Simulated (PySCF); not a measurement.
# One molecule, several mistakes: BH3NOSi cation

All numbers below are calculated, not measured. They come from PySCF 2.14.0, an open-source quantum chemistry program, on an isolated molecule that a program drew, which may never have been made. The molecule is BH3NOSi cation (charge +1, singlet), drawn as the SMILES string `O=BN[SiH2+]`.

Each row is a Hartree-Fock (HF) and frozen-core CCSD(T) single point in the cc-pV(D+d)Z basis, meant for a local HF minimum. Run 1 is clean. Each other run has one planted mistake out of seven kinds, and not every kind appears here: one electron removed, one electron added, multiplicity raised by two, geometry at a saddle point, minimal basis STO-3G, one bond length entered in bohr, all coordinates scaled. The reference is restricted for singlets and unrestricted otherwise, and also for a bond in bohr. Adding or removing an electron swaps singlet and doublet. Electrons count all cores. HOMO and LUMO are orbital energies over both spins, the gradient is its largest component, and the lowest frequency (negative if imaginary) is given only where the gradient is small. Bond lengths are over the 6 bonds as drawn. T1 is the CCSD diagnostic: over 0.02 (restricted) or 0.045 (unrestricted) a single reference is doubtful.

Geometry of the clean run:
```xyz
7
BH3NOSi cation, angstrom
O    -1.7994    0.6853    2.0379
B    -1.0237    0.3050    1.2362
N    -0.0509   -0.0910    0.2644
Si    1.1619    0.8410   -0.3593
H    -0.1449   -1.0484   -0.0518
H     2.0425    0.2282   -1.3433
H     1.2721    2.2133    0.1143
```

| run | electrons | basis functions | <S^2> | HOMO (eV) | LUMO (eV) | gradient (hartree/bohr) | lowest frequency (cm^-1) | mean bond (Å) | longest bond (Å) | T1 | HF (hartree) | CCSD(T) (hartree) | mistake |
|---|---|---|---|---|---|---|---|---|---|---|---|---|---|
| 1 | 36 | 80 | 0.000 | -17.87 | -5.53 | 1.1e-05 | 152 | 1.3643 | 1.652 | 0.0209 | -444.49297 | -445.03727 | no fault |
| 2 | 36 | 27 | 0.000 | -15.50 | -2.28 | 1.8e-02 | - | 1.3643 | 1.652 | 0.0312 | -439.19126 | -439.44778 | minimal basis STO-3G |
| 3 | 37 | 80 | 0.768 | -6.94 | 2.35 | 6.6e-02 | - | 1.3643 | 1.652 | 0.0173 | -444.72150 | -445.27281 | one electron added |
| 4 | 36 | 80 | 1.028 | -16.14 | -6.81 | 1.3e-02 | - | 1.6092 | 3.121 | 0.0250 | -444.34835 | -444.85591 | ? |

**Which mistake was planted in run 4, and what did it cost?**

The mean bond changes by a factor of 1.180 and the longest by 1.889, so the molecule wasn't scaled as a whole. A length L in bohr read as angstrom grows by (1/0.5292 - 1) L = 0.890 L. The 6 bonds together grew by 6 x 0.2449 = 1.469 Å, which gives L = 1.652 Å. That is bond N3-Si4, 1.652 Å in the clean geometry. So the mistake is: one bond length entered in bohr. Subtracting run 1 and multiplying by 627.51 kcal/mol a hartree, the energy moved by 90.8 kcal/mol in HF and 113.8 kcal/mol in CCSD(T).

Cautions from the logs. Run 1: T1 is over the limit, so its CCSD(T) energy is less reliable; run 2: T1 is over the limit, so its CCSD(T) energy is less reliable.
